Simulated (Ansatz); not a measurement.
The lowest singlet and triplet of CH2O (SMILES C=O); geometries from B3LYP-D3(BJ)/def2-TZVP, each state relaxed from the structure named, with no frequency check.
Singlet (charge 0, multiplicity 1):
```
atom    x (Å)    y (Å)    z (Å)
----  -------  -------  -------
C     -0.5167   0.0983   0.0005
O      0.6610  -0.1258  -0.0006
H     -1.2694  -0.7141   0.0007
H     -0.9186   1.1303   0.0013
```
Triplet (charge 0, multiplicity 3):
```csv
atom,x (Å),y (Å),z (Å)
C,-0.5797,0.1103,0.0005
O,0.7059,-0.1343,-0.0007
H,-1.2633,-0.7325,0.0007
H,-0.9061,1.1452,0.0013
```

A positive gap puts the triplet lower; no zero-point energy. R- takes a restricted singlet. The triplet is unrestricted in single-reference levels. Active spaces average the two states.

Correlated levels freeze the cores.

Codes used: Ansatz (Gaussian orbitals). 

What gap E(singlet) − E(triplet), adiabatic does R-r2SCAN/def2-TZVPP give?

-64.5 kcal/mol

What is the computed gap E(singlet) − E(triplet), adiabatic (FIC-MRCISD+Q on SA-CASSCF(4,3)/cc-pVQZ)?

-76.8 kcal/mol

What is the computed gap E(singlet) − E(triplet), adiabatic (FIC-MRCISD+Q on SA-CASSCF(4,3)/cc-pVTZ)?

-76.1 kcal/mol

Ansatz is a program for electronic structure.
